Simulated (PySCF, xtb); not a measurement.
HfO₃, SMILES [O]=[Hf]1[O][O]1, multiplicity 1.

Harmonic wavenumbers (cm⁻¹) from GFN2-xTB in xtb 6.7.1 at its own minimum, in rising order: 118, 135, 502, 538, 720, 906.

Q: What does PySCF 2.14.0 with PBE-D3(BJ)/def2-TZVP give at its own minimum? (An estimate is asked for; the answer gives what the named calculation found.)

A: 171, 218, 556, 609, 806, 869. Paired by order, the mean absolute difference is 64 cm⁻¹ and the zero-point energies are 4.2 and 4.6 kcal/mol.
